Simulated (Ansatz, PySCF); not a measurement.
Complex: H2O (SMILES O) (first 3 atoms) with CH3Br (SMILES CBr); geometry from B3LYP-D3(BJ)/def2-TZVP, rigid monomers moved along the line of their centres of mass till H2···Br5 is 2.40 Å.
(charge 0, multiplicity 1):
```xyz
8

O      0.34622     0.03161    -0.11399
H     -0.02327     0.55665     0.60845
H     -0.32053     0.05274    -0.80786
C      0.09734    -1.45513     2.60378
Br    -0.78724     0.28043     2.86579
H      0.96170    -1.47498     3.25764
H      0.37975    -1.50654     1.55799
H     -0.61998    -2.22271     2.87105
```

Counterpoise-corrected where a basis set is named; no monomer relaxation.

Rows in 6-31G* carry no dispersion term and start afresh at each structure (6-31G* with six Cartesian d functions); the Pople sets are all-electron and without relativity.

The values were computed with Ansatz (Gaussian basis) for Hartree–Fock, density functionals and correlated methods; PySCF for 6-31G* rows, the dispersion terms. 

Problem. One of these levels gives -51.1 meV for the interaction energy. Name it.
(A) PBE/def2-TZVPPD
(B) B3LYP/6-31G*
(C) HF/aug-cc-pVDZ
(D) B3LYP-D3(BJ)/def2-TZVPPD

Solution. B, B3LYP/6-31G*. The others give 35.2 (HF/aug-cc-pVDZ), -93.0 (PBE/def2-TZVPPD), -119.0 (B3LYP-D3(BJ)/def2-TZVPPD)

Ansatz is a program for electronic structure.
